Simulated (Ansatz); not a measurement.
Relaxation of [ZnBr6]4- (ZnBr₆⁴⁻) (charge -4, singlet) with RKS r2SCAN-D4/def2-SVPD in Ansatz.

Positions (Å) and forces (eV/Å) at steps 41, 42, 43, 44, 45, 46, 47, 48, 49, 50, 51, 52, 53, 54, 55, 56, 57, 58, 59, 60, 61, 62, 63, 64, 65, 66, 67, 68, 69, 70, 71, 72, 73, 74, 75, 76, 77, 78, 79 of 79:

```xyz
7
step=41 energy=-468645.9456 eV
Zn    0.025   -0.002   -0.029    0.001    0.000    0.000
Br   -0.079   -0.041   10.461   -0.001   -0.001    0.135
Br    0.081    0.045  -10.376    0.001    0.001   -0.135
Br    9.465    0.023    0.073    0.131    0.000    0.001
Br   -9.537   -0.020   -0.073   -0.131    0.000   -0.001
Br    0.018    2.229   -0.018    0.000    0.000    0.000
Br    0.028   -2.233   -0.037    0.000    0.000    0.000
7
step=42 energy=-468646.0457 eV
Zn    0.025   -0.002   -0.029    0.000    0.000    0.000
Br   -0.080   -0.042   10.656   -0.001   -0.001    0.130
Br    0.083    0.045  -10.571    0.001    0.001   -0.130
Br    9.653    0.024    0.075    0.126    0.000    0.001
Br   -9.726   -0.021   -0.075   -0.126    0.000   -0.001
Br    0.018    2.229   -0.018    0.000    0.000    0.000
Br    0.028   -2.233   -0.037    0.000    0.000    0.000
7
step=43 energy=-468646.1425 eV
Zn    0.025   -0.002   -0.029    0.000    0.000    0.000
Br   -0.082   -0.043   10.851   -0.001   -0.001    0.126
Br    0.084    0.046  -10.766    0.001    0.001   -0.126
Br    9.842    0.024    0.076    0.122    0.000    0.001
Br   -9.915   -0.021   -0.076   -0.122    0.000   -0.001
Br    0.018    2.229   -0.018    0.000    0.000    0.000
Br    0.028   -2.233   -0.037    0.000    0.000    0.000
7
step=44 energy=-468646.2359 eV
Zn    0.025   -0.002   -0.029    0.000    0.000    0.000
Br   -0.084   -0.043   11.045   -0.001    0.000    0.121
Br    0.085    0.047  -10.961    0.001    0.001   -0.121
Br   10.031    0.025    0.078    0.118    0.000    0.001
Br  -10.104   -0.021   -0.077   -0.118    0.000   -0.001
Br    0.018    2.228   -0.018    0.000    0.000    0.000
Br    0.028   -2.233   -0.038    0.000    0.000    0.000
7
step=45 energy=-468646.3262 eV
Zn    0.025   -0.002   -0.029    0.000    0.000    0.000
Br   -0.085   -0.044   11.240   -0.001    0.000    0.117
Br    0.087    0.048  -11.156    0.001    0.000   -0.117
Br   10.220    0.025    0.080    0.114    0.000    0.001
Br  -10.294   -0.022   -0.078   -0.114    0.000   -0.001
Br    0.018    2.228   -0.018    0.000    0.000    0.000
Br    0.028   -2.233   -0.038    0.000    0.000    0.000
7
step=46 energy=-468646.4136 eV
Zn    0.025   -0.002   -0.029    0.000    0.000    0.000
Br   -0.087   -0.045   11.435   -0.001    0.000    0.113
Br    0.088    0.049  -11.351    0.001    0.000   -0.113
Br   10.410    0.025    0.082    0.110    0.000    0.001
Br  -10.483   -0.022   -0.079   -0.110    0.000   -0.001
Br    0.019    2.228   -0.018    0.000    0.000    0.000
Br    0.028   -2.233   -0.038    0.000    0.000    0.000
7
step=47 energy=-468646.4980 eV
Zn    0.025   -0.002   -0.029    0.000    0.000    0.000
Br   -0.089   -0.046   11.629   -0.001    0.000    0.109
Br    0.089    0.049  -11.546    0.001    0.000   -0.110
Br   10.599    0.026    0.083    0.107    0.000    0.001
Br  -10.673   -0.023   -0.080   -0.107    0.000   -0.001
Br    0.019    2.228   -0.019    0.000    0.000    0.000
Br    0.028   -2.233   -0.038    0.000    0.000    0.000
7
step=48 energy=-468646.5798 eV
Zn    0.026   -0.002   -0.029    0.000    0.000    0.000
Br   -0.090   -0.047   11.824   -0.001    0.000    0.106
Br    0.091    0.050  -11.741    0.001    0.000   -0.106
Br   10.789    0.026    0.085    0.103    0.000    0.001
Br  -10.863   -0.023   -0.082   -0.103    0.000   -0.001
Br    0.019    2.228   -0.019    0.000    0.000    0.000
Br    0.029   -2.233   -0.038    0.000    0.000    0.000
7
step=49 energy=-468646.6590 eV
Zn    0.026   -0.002   -0.029    0.000    0.000    0.000
Br   -0.092   -0.047   12.019   -0.001    0.000    0.102
Br    0.092    0.051  -11.936    0.001    0.000   -0.103
Br   10.979    0.027    0.087    0.100    0.000    0.001
Br  -11.053   -0.024   -0.083   -0.100    0.000   -0.001
Br    0.019    2.228   -0.019    0.000    0.000    0.000
Br    0.029   -2.232   -0.038    0.000    0.000    0.000
7
step=50 energy=-468646.7278 eV
Zn    0.026   -0.002   -0.029    0.000    0.000    0.000
Br   -0.093   -0.048   12.173   -0.001    0.000    0.099
Br    0.093    0.052  -12.091    0.001    0.000   -0.100
Br   11.169    0.027    0.089    0.097    0.000    0.001
Br  -11.243   -0.024   -0.084   -0.097    0.000   -0.001
Br    0.019    2.228   -0.019    0.000    0.000    0.000
Br    0.029   -2.232   -0.038    0.000    0.000    0.000
7
step=51 energy=-468646.7973 eV
Zn    0.026   -0.002   -0.029    0.000    0.000    0.000
Br   -0.095   -0.049   12.333   -0.001    0.000    0.097
Br    0.094    0.052  -12.252    0.001    0.000   -0.097
Br   11.368    0.028    0.090    0.094    0.000    0.001
Br  -11.441   -0.025   -0.085   -0.094    0.000   -0.001
Br    0.019    2.228   -0.019    0.000    0.000    0.000
Br    0.029   -2.232   -0.038    0.000    0.000    0.000
7
step=52 energy=-468646.8636 eV
Zn    0.026   -0.002   -0.029    0.000    0.000    0.000
Br   -0.096   -0.049   12.491   -0.001    0.000    0.094
Br    0.096    0.053  -12.409    0.001    0.000   -0.094
Br   11.563    0.028    0.092    0.092    0.000    0.001
Br  -11.637   -0.025   -0.087   -0.092    0.000   -0.001
Br    0.019    2.228   -0.019    0.000    0.000    0.000
Br    0.029   -2.232   -0.038    0.000    0.000    0.000
7
step=53 energy=-468646.9281 eV
Zn    0.026   -0.002   -0.030    0.000    0.000    0.000
Br   -0.097   -0.050   12.648   -0.001    0.000    0.091
Br    0.097    0.054  -12.567    0.001    0.000   -0.091
Br   11.758    0.028    0.094    0.089    0.000    0.001
Br  -11.832   -0.025   -0.088   -0.089    0.000   -0.001
Br    0.019    2.228   -0.019    0.000    0.000    0.000
Br    0.029   -2.232   -0.038    0.000    0.000    0.000
7
step=54 energy=-468646.9909 eV
Zn    0.026   -0.002   -0.030    0.000    0.000    0.000
Br   -0.099   -0.051   12.806   -0.001    0.000    0.089
Br    0.098    0.054  -12.725    0.001    0.000   -0.089
Br   11.953    0.029    0.096    0.087    0.000    0.001
Br  -12.027   -0.026   -0.089   -0.087    0.000   -0.001
Br    0.020    2.228   -0.019    0.000    0.000    0.000
Br    0.029   -2.232   -0.038    0.000    0.000    0.000
7
step=55 energy=-468647.0566 eV
Zn    0.026   -0.002   -0.030    0.000    0.000    0.000
Br   -0.100   -0.051   13.001   -0.001    0.000    0.086
Br    0.098    0.055  -12.921    0.001    0.000   -0.086
Br   12.137    0.029    0.097    0.085    0.000    0.001
Br  -12.211   -0.026   -0.090   -0.085    0.000   -0.001
Br    0.020    2.228   -0.019    0.000    0.011    0.000
Br    0.030   -2.232   -0.038    0.000   -0.011    0.000
7
step=56 energy=-468647.1173 eV
Zn    0.026   -0.002   -0.030    0.000    0.000    0.000
Br   -0.100   -0.051   13.196   -0.001    0.000    0.084
Br    0.099    0.055  -13.117    0.001    0.000   -0.084
Br   12.301    0.030    0.099    0.083    0.000    0.001
Br  -12.374   -0.027   -0.091   -0.083    0.000   -0.001
Br    0.020    2.230   -0.019    0.000   -0.001    0.000
Br    0.030   -2.234   -0.038    0.000    0.001    0.000
7
step=57 energy=-468647.1754 eV
Zn    0.026   -0.002   -0.030    0.000    0.000    0.000
Br   -0.100   -0.051   13.392   -0.001    0.000    0.082
Br    0.099    0.055  -13.313    0.001    0.000   -0.082
Br   12.457    0.030    0.100    0.081    0.000    0.001
Br  -12.530   -0.027   -0.092   -0.081    0.000   -0.001
Br    0.020    2.230   -0.019    0.000    0.009    0.000
Br    0.030   -2.235   -0.039    0.000   -0.009    0.000
7
step=58 energy=-468647.2317 eV
Zn    0.026   -0.002   -0.030    0.000    0.000    0.000
Br   -0.101   -0.051   13.588   -0.001    0.000    0.080
Br    0.099    0.055  -13.509    0.001    0.000   -0.080
Br   12.610    0.030    0.102    0.079    0.000    0.001
Br  -12.684   -0.027   -0.093   -0.079    0.000   -0.001
Br    0.020    2.234   -0.019    0.000   -0.008    0.000
Br    0.030   -2.238   -0.039    0.000    0.008    0.000
7
step=59 energy=-468647.2866 eV
Zn    0.026   -0.002   -0.030    0.000    0.000    0.000
Br   -0.101   -0.051   13.784   -0.001    0.000    0.078
Br    0.098    0.055  -13.705    0.001    0.000   -0.079
Br   12.762    0.031    0.103    0.077    0.000    0.001
Br  -12.836   -0.028   -0.095   -0.077    0.000    0.000
Br    0.020    2.232   -0.019    0.000    0.022    0.000
Br    0.030   -2.237   -0.039    0.000   -0.022    0.000
7
step=60 energy=-468647.3422 eV
Zn    0.026   -0.002   -0.030    0.000   -0.001    0.000
Br   -0.101   -0.052   13.979   -0.001    0.000    0.077
Br    0.099    0.056  -13.901    0.001    0.000   -0.077
Br   12.933    0.031    0.104    0.076    0.000    0.001
Br  -13.006   -0.028   -0.095   -0.076    0.000    0.000
Br    0.020    2.245   -0.019    0.000   -0.085    0.000
Br    0.030   -2.249   -0.039    0.000    0.086    0.000
7
step=61 energy=-468647.3891 eV
Zn    0.026   -0.002   -0.030    0.000    0.006    0.000
Br   -0.102   -0.052   14.176   -0.001    0.000    0.074
Br    0.100    0.056  -14.098    0.001    0.000   -0.074
Br   13.117    0.031    0.105    0.072    0.000    0.001
Br  -13.190   -0.028   -0.096   -0.072    0.000    0.000
Br    0.020    2.205   -0.019   -0.001    0.350    0.002
Br    0.030   -2.209   -0.038    0.001   -0.355   -0.002
7
step=62 energy=-468647.4467 eV
Zn    0.026   -0.002   -0.030    0.000   -0.011    0.000
Br   -0.104   -0.053   14.371   -0.001    0.000    0.074
Br    0.101    0.057  -14.293    0.001    0.000   -0.074
Br   13.303    0.031    0.106    0.073    0.000    0.001
Br  -13.376   -0.029   -0.096   -0.073    0.000    0.000
Br    0.020    2.270   -0.019    0.001   -0.284   -0.001
Br    0.030   -2.275   -0.039   -0.001    0.295    0.001
7
step=63 energy=-468647.5060 eV
Zn    0.026   -0.003   -0.030    0.000    0.025    0.000
Br   -0.106   -0.054   14.528   -0.001    0.000    0.071
Br    0.103    0.058  -14.451    0.000    0.000   -0.072
Br   13.494    0.031    0.106    0.071    0.000    0.001
Br  -13.566   -0.028   -0.096   -0.071    0.000    0.000
Br    0.020    2.243   -0.019    0.000   -0.041    0.000
Br    0.030   -2.247   -0.039    0.000    0.016    0.000
7
step=64 energy=-468647.5504 eV
Zn    0.026   -0.003   -0.030    0.000    0.017    0.000
Br   -0.108   -0.055   14.644   -0.001    0.000    0.070
Br    0.105    0.059  -14.567    0.000    0.000   -0.070
Br   13.694    0.030    0.102    0.069    0.000    0.001
Br  -13.766   -0.027   -0.092   -0.069    0.000    0.000
Br    0.020    2.242   -0.019    0.000   -0.016    0.000
Br    0.030   -2.246   -0.039    0.000   -0.001    0.000
7
step=65 energy=-468647.5896 eV
Zn    0.026   -0.002   -0.030    0.000   -0.009    0.000
Br   -0.111   -0.056   14.731    0.000    0.000    0.069
Br    0.107    0.060  -14.655    0.000    0.000   -0.069
Br   13.891    0.029    0.098    0.068    0.000    0.001
Br  -13.963   -0.026   -0.087   -0.068    0.000    0.000
Br    0.020    2.242   -0.019    0.000    0.002    0.000
Br    0.030   -2.247   -0.039    0.000    0.007    0.000
7
step=66 energy=-468647.6244 eV
Zn    0.026   -0.003   -0.030    0.000    0.022    0.000
Br   -0.114   -0.058   14.791    0.000    0.000    0.067
Br    0.110    0.062  -14.716    0.000    0.000   -0.068
Br   14.088    0.027    0.092    0.067    0.000    0.001
Br  -14.160   -0.024   -0.081   -0.067    0.000    0.000
Br    0.020    2.242   -0.019    0.000    0.001    0.000
Br    0.030   -2.246   -0.038    0.000   -0.023    0.000
7
step=67 energy=-468647.6570 eV
Zn    0.026   -0.001   -0.029    0.000   -0.047    0.000
Br   -0.117   -0.060   14.839    0.000    0.000    0.067
Br    0.113    0.064  -14.764    0.000    0.000   -0.067
Br   14.285    0.025    0.086    0.066    0.000    0.001
Br  -14.356   -0.022   -0.074   -0.066    0.000    0.000
Br    0.020    2.245   -0.019    0.000    0.007    0.000
Br    0.030   -2.251   -0.038    0.000    0.040    0.000
7
step=68 energy=-468647.6878 eV
Zn    0.026   -0.005   -0.029    0.000    0.103    0.000
Br   -0.121   -0.062   14.879    0.000    0.000    0.065
Br    0.117    0.066  -14.805    0.000    0.000   -0.066
Br   14.481    0.023    0.079    0.065    0.000    0.001
Br  -14.551   -0.020   -0.066   -0.065    0.000    0.000
Br    0.020    2.243   -0.019    0.000   -0.026    0.000
Br    0.030   -2.245   -0.038    0.000   -0.077    0.000
7
step=69 energy=-468647.6980 eV
Zn    0.025    0.000   -0.029    0.000   -0.065    0.000
Br   -0.123   -0.063   14.893    0.000    0.000    0.065
Br    0.117    0.066  -14.821    0.000    0.000   -0.065
Br   14.543    0.022    0.078    0.065    0.000    0.001
Br  -14.611   -0.020   -0.063   -0.065    0.000    0.000
Br    0.019    2.246   -0.019    0.000    0.028    0.000
Br    0.030   -2.250   -0.038    0.000    0.037    0.000
7
step=70 energy=-468647.7314 eV
Zn    0.025   -0.001   -0.029    0.000   -0.026    0.000
Br   -0.121   -0.061   14.951    0.000    0.000    0.064
Br    0.114    0.064  -14.880    0.000    0.000   -0.064
Br   14.743    0.019    0.068    0.064    0.000    0.001
Br  -14.810   -0.017   -0.053   -0.064    0.000    0.000
Br    0.019    2.246   -0.019    0.000    0.018    0.000
Br    0.030   -2.249   -0.038    0.000    0.008    0.000
7
step=71 energy=-468647.7332 eV
Zn    0.025   -0.002   -0.029    0.000    0.003    0.000
Br   -0.121   -0.061   14.955    0.000    0.000    0.064
Br    0.113    0.064  -14.885    0.000    0.000   -0.064
Br   14.753    0.019    0.068    0.064    0.000    0.001
Br  -14.819   -0.017   -0.052   -0.064    0.000    0.000
Br    0.019    2.246   -0.019    0.000   -0.001    0.000
Br    0.029   -2.250   -0.038    0.000   -0.002    0.000
7
step=72 energy=-468647.7710 eV
Zn    0.025   -0.002   -0.029    0.000   -0.004    0.000
Br   -0.112   -0.056   15.052    0.000    0.000    0.063
Br    0.103    0.059  -14.984    0.000    0.000   -0.063
Br   14.953    0.016    0.059    0.063    0.000    0.000
Br  -15.017   -0.014   -0.041   -0.063    0.000    0.000
Br    0.019    2.247   -0.018    0.000    0.010    0.000
Br    0.029   -2.250   -0.038    0.000   -0.007    0.000
7
step=73 energy=-468647.7718 eV
Zn    0.025   -0.002   -0.029    0.000    0.001    0.000
Br   -0.113   -0.056   15.054    0.000    0.000    0.063
Br    0.103    0.059  -14.988    0.000    0.000   -0.063
Br   14.958    0.016    0.059    0.063    0.000    0.000
Br  -15.020   -0.014   -0.041   -0.063    0.000    0.000
Br    0.019    2.247   -0.018    0.000    0.000    0.000
Br    0.029   -2.251   -0.038    0.000   -0.001    0.000
7
step=74 energy=-468647.8150 eV
Zn    0.025   -0.002   -0.029    0.000    0.001    0.000
Br   -0.098   -0.047   15.201    0.000    0.000    0.062
Br    0.085    0.051  -15.138    0.000    0.000   -0.062
Br   15.157    0.013    0.051    0.062    0.000    0.000
Br  -15.217   -0.011   -0.030   -0.062    0.000    0.000
Br    0.018    2.248   -0.018    0.000    0.002    0.000
Br    0.029   -2.252   -0.037    0.000   -0.004    0.000
7
step=75 energy=-468647.8155 eV
Zn    0.025   -0.002   -0.028    0.000    0.000    0.000
Br   -0.098   -0.047   15.202    0.000    0.000    0.062
Br    0.085    0.051  -15.141    0.000    0.000   -0.062
Br   15.160    0.013    0.052    0.062    0.000    0.000
Br  -15.218   -0.012   -0.030   -0.062    0.000    0.000
Br    0.018    2.248   -0.018    0.000    0.000    0.000
Br    0.028   -2.252   -0.037    0.000    0.001    0.000
7
step=76 energy=-468647.8525 eV
Zn    0.012   -0.004   -0.016    0.003    0.047   -0.003
Br   -0.121   -0.043   15.315    0.000    0.000    0.061
Br    0.060    0.055  -15.323    0.000    0.000   -0.061
Br   15.351    0.011    0.078    0.061    0.000    0.000
Br  -15.340   -0.015   -0.009   -0.061    0.000    0.000
Br    0.014    2.247   -0.013   -0.002   -0.004    0.001
Br    0.024   -2.251   -0.032   -0.001   -0.043    0.001
7
step=77 energy=-468647.8535 eV
Zn    0.013   -0.001   -0.017    0.002   -0.049   -0.002
Br   -0.122   -0.043   15.318    0.000    0.000    0.061
Br    0.061    0.056  -15.327    0.000    0.000   -0.061
Br   15.355    0.010    0.079    0.061    0.000    0.000
Br  -15.343   -0.016   -0.010   -0.061    0.000    0.000
Br    0.013    2.249   -0.012   -0.001    0.012    0.001
Br    0.023   -2.255   -0.031   -0.001    0.037    0.001
7
step=78 energy=-468647.8948 eV
Zn    0.041    0.003   -0.042   -0.016   -0.164    0.015
Br   -0.065   -0.010   15.483    0.000    0.000    0.060
Br    0.003    0.026  -15.495    0.000    0.000   -0.059
Br   15.551   -0.003    0.042    0.059    0.000    0.000
Br  -15.537   -0.007    0.028   -0.060    0.000    0.000
Br   -0.002    2.257    0.002    0.007   -0.005   -0.007
Br    0.008   -2.266   -0.018    0.009    0.169   -0.008
7
step=79 energy=-468647.9144 eV
Zn   -0.001   -0.004   -0.004    0.012    0.049   -0.010
Br    0.035    0.044   15.648    0.000    0.000    0.059
Br   -0.095   -0.026  -15.656    0.000    0.000   -0.059
Br   15.552   -0.007    0.026    0.059    0.000    0.000
Br  -15.540   -0.003    0.042   -0.059    0.000    0.000
Br    0.020    2.264   -0.018   -0.006   -0.145    0.005
Br    0.030   -2.268   -0.038   -0.006    0.096    0.006
```

The run ended here without meeting its force threshold.

A multiply charged anion in the gas phase is held together partly by the finite basis.
